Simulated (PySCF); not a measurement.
Two species compared at the same levels of theory.

First species: Ti(NH2)2Cl2 (singlet state).
Bonds: Ti1–N2, Ti1–N5, Ti1–Cl8, Ti1–Cl9. Hydrogens: H3, H4 on N2; H6, H7 on N5.

Second species: Al(NCO)3, C3AlN3O3.
Cartesian coordinates in Å at the PBE0-D3(BJ)/def2-SVP level; atoms count from 1:
```xyz
10
C3AlN3O3 angstrom
Al    -0.015   -0.011    0.003
N      1.740   -0.031   -0.052
C      2.941   -0.035   -0.079
O      4.106   -0.040   -0.105
N     -0.870    1.522   -0.010
C     -1.416    2.593   -0.023
O     -1.946    3.630   -0.036
N     -0.905   -1.522    0.068
C     -1.477   -2.579    0.102
O     -2.033   -3.603    0.136
```

Levels: wB97X-D/def2-SVPD for HOMO energy, LUMO energy, HOMO–LUMO gap and static isotropic polarisability; TDDFT wB97X-D/def2-SVPD for lowest singlet excitation; TDA wB97X-D/def2-SVPD for lowest triplet excitation (Tamm–Dancoff). Geometries: PBE0-D3(BJ)/def2-SVP. Each species is one conformer at its optimised geometry, gas phase, non-relativistic unless stated; the electronic structure was computed with PySCF and density fitting.

Problem. Which has the higher S1 energy?

Solution. The second: 6.23 eV against 4.10 eV, a difference of 2.13 eV.

Problem. Which of the two has the higher T1 energy, and by how much?

Solution. The second: 6.13 eV against 3.71 eV, a difference of 2.42 eV.

Problem. Which has the higher HOMO energy?

Solution. The first: -9.91 eV against -10.79 eV, a difference of 0.88 eV.

Problem. Which of the two has the higher HOMO–LUMO gap, and by how much?

Solution. The second: 10.82 eV against 9.22 eV, a difference of 1.60 eV.

Problem. Which of the two has the higher LUMO energy, and by how much?

Solution. The second: 0.03 eV against -0.69 eV, a difference of 0.72 eV.

On the first: The principal polarisabilities are 80.0, 83.2 and 87.3 au; their mean is the isotropic value. S1 lies 5.12 eV below the HOMO–LUMO gap; its leading configuration is HOMO→LUMO, weight 0.95.

On the second: The principal polarisabilities are 49.9, 98.5 and 101.6 au; their mean is the isotropic value. The polarisability is 12.35 Å³ as a volume (1 au = 0.148185 Å³), or 1.10 au for each of the 76 electrons.
